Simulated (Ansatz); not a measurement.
germanium atom (Ge), triplet. Base run: B3LYP/pcseg-1 run with Ansatz (a first-principles code).

Ansatz was given this input:
Ansatz 0.2 input:
```yaml
crystal:
  periodic: [false, false, false]
  atoms:
    - {symbol: Ge, position_ang: [0.00000000, 0.00000000, 0.00000000]}
basis:
  gaussian:
    orbitals: pcseg-1.json
hamiltonian:
  xc: b3lyp
magnetization: {spin_polarized: true, initial_magnetization: 2}
```
The basis file holds pcseg-1 in the JSON format of the Basis Set Exchange.

Variants of this job, named by their change:

```
change                                                           ΔE vs base (kcal/mol)
---------------------------------------------------------------  ---------------------
base                                                                             0.000
final_grid = 10, 20, 41                                                          0.000
fitting.mean_field = def2-universal-JKFIT                                       -0.009
lower_state_search = full                                                        0.000
point_charge = charge:0.5 position_ang:1.3964, -0.3816, -2.6277                  -5.05
fitting.mean_field = cc-pVTZ-JKFIT                                              -0.004
lower_state_search = off                                                         0.000
accuracy = high                                                                  0.000
final_grid = 4, 8, 17                                                           -0.021
nuclear_model = gaussian                                                          5.29
forces = on                                                                      0.000
```
